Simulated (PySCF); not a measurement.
## Electron correlation in V⁺ (vanadium, charge +1)

[Ar] 3d3 4s1, high-spin 5F determinant (an excited configuration). Calculation: PySCF 2.14, in x2c-TZVPPall (6s5p4d2f1g, 64 functions); the spin-free X2C one-electron Hamiltonian (Gaussian nucleus). Frozen: [Ar]; 4 electrons correlated.

```csv
level,correlation energy (mhartree)
CCSD,-32.49
(T),-0.31
CCSD(T),-32.80
```

Diagnostics: T1 = 0.0069, D1 = 0.0127, largest double amplitude 0.022.

Question: Is a single reference adequate?

Answer: Yes: T1 lies below 0.03 and no double amplitude reaches 0.07.
